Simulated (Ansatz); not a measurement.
**Reading a saddle point**

A first-order saddle point of BH5O3, closed shell, PBE0-D4/def2-TZVP, with one imaginary mode of 1398i cm⁻¹:

```json
{"atom": "B1", "x (Å)": "-0.1982", "y (Å)": "-0.1021", "z (Å)": "0.0326"}
{"atom": "O2", "x (Å)": "1.2373", "y (Å)": "0.4933", "z (Å)": "-0.3004"}
{"atom": "O3", "x (Å)": "-0.4465", "y (Å)": "-1.3684", "z (Å)": "-0.4624"}
{"atom": "O4", "x (Å)": "-1.1617", "y (Å)": "0.8781", "z (Å)": "-0.1490"}
{"atom": "H5", "x (Å)": "0.9786", "y (Å)": "0.3165", "z (Å)": "0.8559"}
{"atom": "H6", "x (Å)": "0.1813", "y (Å)": "-0.1537", "z (Å)": "1.3950"}
{"atom": "H7", "x (Å)": "1.1171", "y (Å)": "1.4152", "z (Å)": "-0.5621"}
{"atom": "H8", "x (Å)": "0.2856", "y (Å)": "-1.9787", "z (Å)": "-0.3696"}
{"atom": "H9", "x (Å)": "-1.9934", "y (Å)": "0.4998", "z (Å)": "-0.4400"}
```

Program: Ansatz 0.2.0. Basis: def2-TZVPP and def2-QZVPP. Cores are frozen in the correlated methods. Extrapolation: Hartree–Fock as exp(−7.88 √X), correlation as X^−2.97.

**Question.** Which contacts change along the imaginary mode, and what lies on either side? (A judgement: the text doesn't fix the answer.)

**Answer.** The calculation gives: The step is BH₃O₃ ([OH][B]([OH])[OH]) + H₂ → BH₃O₂ ([OH][BH][OH]) + H₂O, with the molecules in contact on both sides. Shortening one way: B1–H6, O2–H5; lengthening the same way: B1–O2, H5–H6.
```tsv
pair	one side (Å)	saddle (Å)	other side (Å)
B1–H6	3.81	1.42	1.20
O2–H5	2.72	1.20	0.96
B1–O2	1.37	1.59	3.84
H5–H6	0.75	1.07	4.06
```

**Question.** Which side is lower, and how far does the saddle lie above each? (To be estimated.)

**Answer.** The calculation gives: The side with B1–O2, H5–H6 short is lower by 20.33 kcal/mol; the saddle lies 57.57 kcal/mol above it and 37.24 kcal/mol above the other (CCSD(T) at an estimated basis limit (MP2 extrapolated from triple and quadruple zeta, plus CCSD(T) − MP2 in triple zeta); electronic energies).

No T1 diagnostic of these runs exceeds 0.013.

Labels in which every atom is bracketed show which atoms are joined, not bond orders.

For scale, one of the runs: CCSD(T)/def2-TZVPP, 194 basis functions (an equivalent command: `ansatz run in.yaml --threads 4`). The run took 43 s on 4 CPU threads (shared host), with 2.4 GiB of host memory at its peak.
